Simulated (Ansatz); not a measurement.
Ansatz (a quantum-chemistry and plane-wave program) input (MP2/6-31G* with LANL2DZ past Ar): The .json file joins the Basis Set Exchange's 6-31G* for atoms up to Ar and LANL2DZ past it.

Ansatz 0.2 input:
```yaml
crystal:
  periodic: [false, false, false]
  atoms:
    - {symbol: Si, position_ang: [-0.00000000, -0.00000000, -1.51599915]}
    - {symbol: Br, position_ang: [0.00000000, 0.00000000, 0.60639966]}
basis:
  gaussian:
    orbitals: 6-31Gs+LANL2DZ.json
total_charge: 1
magnetization: {spin_polarized: false}
correlation: {method: mp2, electrons: outside_noble_gas}
relax: {f_tol: 0.003, max_steps: 120}
```

### Question
Predict the final energy.

### Answer
-301.64709 Eh.
